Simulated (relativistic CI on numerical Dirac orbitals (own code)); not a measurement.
Radial parameters of Cs LI

Computed by Dirac-Coulomb-Breit CI, orbitals from a KLI potential per configuration, model QED, unscaled Slater integrals (own radial code, finite nucleus).

Slater integrals F^k, G^k are unscaled and averaged over j, outside the closed core 1s2; ζ comes from projecting the Hamiltonian with its Breit term on Σ l·s of the shell.

- 2s2.2p: ζ(2p) = 2.1039e+06 cm⁻¹; <r>(2p) = 0.09193, <r^2>(2p) = 0.01024 (bohr units).
- 2s.2p2: F^2(2p,2p) = 1.0324e+06, G^1(2s,2p) = 1.0897e+06, ζ(2p) = 2.0956e+06 cm⁻¹; <r>(2s) = 0.1062, <r^2>(2s) = 0.01329, <r>(2p) = 0.09202, <r^2>(2p) = 0.01025 (bohr units).
- 2p3: F^2(2p,2p) = 1.0308e+06, ζ(2p) = 2.0875e+06 cm⁻¹; <r>(2p) = 0.09216, <r^2>(2p) = 0.01029 (bohr units).

Averages of the first 10 configurations, taken without configuration mixing, which lowers the lowest level and can move excited configurations by several eV; other configurations of the list can lie among them:

| Configuration | Parity | States | Average energy above the lowest level (eV) |
| --- | --- | --- | --- |
| 2s2.2p | odd | 6 | 265.4 |
| 2s.2p2 | even | 30 | 684.9 |
| 2p3 | odd | 20 | 1149.2 |
| 2p2.3s | even | 30 | 6236.0 |
| 2p2.3p | odd | 90 | 6362.9 |
| 2p2.3d | even | 150 | 6463.2 |
| 2s2.3s | even | 2 | 5410.7 |
| 2s2.3p | odd | 6 | 5545.0 |
| 2s2.3d | even | 10 | 5645.4 |
| 2s.2p.3s | odd | 24 | 5800.8 |
